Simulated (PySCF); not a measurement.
Computed shifts of a molecule C2H7BFNO, PBE/pcSseg-1 run with PySCF, GIAO, gas phase, atoms alike by connectivity averaged where their shifts nearly agree, in ppm (number of nuclei): ¹⁹F: -173.5 (1). ¹⁵N: 65.6 (1). ¹³C: 55.1 (1), 32.2 (1). ¹H: 3.81 (3), 3.09 (3), 1.82 (1). References: ¹¹B against BF3 (σ = 83.9 ppm); ¹⁹F against CFCl3 (σ = 133.6 ppm); ¹⁵N against NH3 (σ = 267.0 ppm); ¹³C against TMS (σ = 182.0 ppm); ¹H against TMS (σ = 31.49 ppm); ¹⁷O against H2O (σ = 334.3 ppm), references at their B3LYP-D3(BJ)/def2-TZVP geometries, non-relativistic. Coordinates come from a r2SCAN-D4/def2-SVP optimisation. One conformer was computed; it need not be the lowest.

Question: Pick the molecule that these values belong to.
A. COB(N)CF
B. CNB(F)OC
C. COCB(N)F
D. CCNB(O)F

Answer: B, CNB(F)OC
